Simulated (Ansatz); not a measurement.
Consider the redistribution: `C[O][SnH]([Cl])[O][SiH3]` + `CCN[SiH2]Cl` → `[SiH3]CN[SiH2]Cl` + `C[O][SnH]([Cl])[O]C`.

Program: Ansatz. Geometries: PBE0-D4/def2-TZVP. ΔE: electronic, gas phase. CBS: MP2 limit from def2 TZ/QZ plus the TZ coupled-cluster correction, frozen cores. Functionals use def2-TZVPP. B3LYP here is the variant with VWN-RPA as its local correlation; programs differ in this. Elements past krypton have def2 core potentials. For Sn outer-core shells are correlated without core-valence functions, which leaves a few kJ/mol of doubt a bond. One conformer a species, not always the lowest.

`C[O][SnH]([Cl])[O][SiH3]`:

```xyz
13

C     1.086   -0.373    1.882
O     0.893    0.990    1.564
Sn   -0.443    1.519    0.266
Cl   -2.469    0.608    0.929
O    -0.021    0.646   -1.413
Si   -0.424   -0.765   -2.142
H     1.455   -0.946    1.024
H     1.836   -0.423    2.675
H     0.168   -0.846    2.249
H    -0.466    3.196    0.093
H    -1.809   -0.714   -2.680
H     0.528   -0.988   -3.259
H    -0.331   -1.904   -1.186
```

`CCN[SiH2]Cl`:

```xyz
13

C     0.016    1.111   -1.365
C     0.553    0.866    0.034
N     0.671   -0.539    0.382
Si   -0.501   -1.419    1.236
Cl   -2.252   -1.811    0.190
H     0.670    0.660   -2.117
H    -0.046    2.181   -1.576
H    -0.979    0.676   -1.481
H    -0.106    1.338    0.771
H     1.529    1.350    0.149
H     1.303   -1.050   -0.217
H     0.073   -2.737    1.585
H    -0.931   -0.627    2.409
```

`[SiH3]CN[SiH2]Cl`:

Cartesian coordinates in Å:
```
Si -1.193 -0.899 1.607
C -0.206 -0.748 0.005
N 0.553 0.496 -0.027
Si 0.941 1.320 -1.463
Cl 2.291 0.327 -2.681
H -2.233 0.159 1.672
H -1.834 -2.238 1.701
H -0.261 -0.725 2.756
H -0.916 -0.750 -0.829
H 0.428 -1.634 -0.138
H 1.157 0.625 0.771
H -0.287 1.455 -2.277
H 1.560 2.612 -1.098
```

`C[O][SnH]([Cl])[O]C`:

Cartesian coordinates in Å:
```
C -0.623 1.641 1.597
O -0.944 0.625 0.674
Sn -0.164 0.537 -1.107
Cl 2.018 1.310 -0.877
O -0.128 -1.348 -1.543
C 0.497 -2.270 -0.672
H -1.073 2.603 1.321
H 0.458 1.785 1.703
H -1.026 1.346 2.569
H -1.000 1.375 -2.316
H 1.574 -2.085 -0.585
H 0.056 -2.251 0.331
H 0.355 -3.268 -1.093
```

| level | ΔE (kJ/mol) | difference from CCSD(T)/CBS |
| --- | --- | --- |
| PBE-D4 | 166.1 | -22.0 |
| r2SCAN-D4 | 181.2 | -6.9 |
| PBE0-D4 | 176.0 | -12.1 |
| B3LYP-D4 | 179.6 | -8.5 |
| ωB97X-V | 181.2 | -6.9 |
| ωB97M-V | 183.0 | -5.1 |
| B2PLYP | 183.8 | -4.3 |
| PBE | 164.1 | -24.0 |
| r2SCAN | 180.5 | -7.6 |
| PBE0 | 174.1 | -14.0 |
| B3LYP | 176.6 | -11.5 |
| HF/def2-TZVPP | 198.0 | 9.9 |
| MP2/def2-TZVPP | 193.0 | 4.9 |
| SCS-MP2/def2-TZVPP | 191.7 | 3.6 |
| CCSD/def2-TZVPP | 188.6 | 0.5 |
| CCSD(T)/def2-TZVPP | 186.4 | -1.7 |
| HF/def2-QZVPP | 199.6 | 11.5 |
| MP2/def2-QZVPP | 194.5 | 6.4 |
| SCS-MP2/def2-QZVPP | 193.2 | 5.1 |
| HF/CBS(def2) | 199.8 | 11.7 |
| MP2/CBS(def2) | 194.7 | 6.6 |
| CCSD/CBS(def2) | 190.3 | 2.2 |
| CCSD(T)/CBS | 188.1 | 0 |

Largest T1 diagnostic among the species: 0.013.

From PBE to PBE0 (25 % exact exchange), in def2-TZVPP and without D4, ΔE moves by +10.0 kJ/mol. In def2-TZVPP, CCSD(T) changes the Hartree–Fock value by −11.6 kJ/mol (the triples alone add −2.2 kJ/mol) and MP2 by −5.0 kJ/mol.
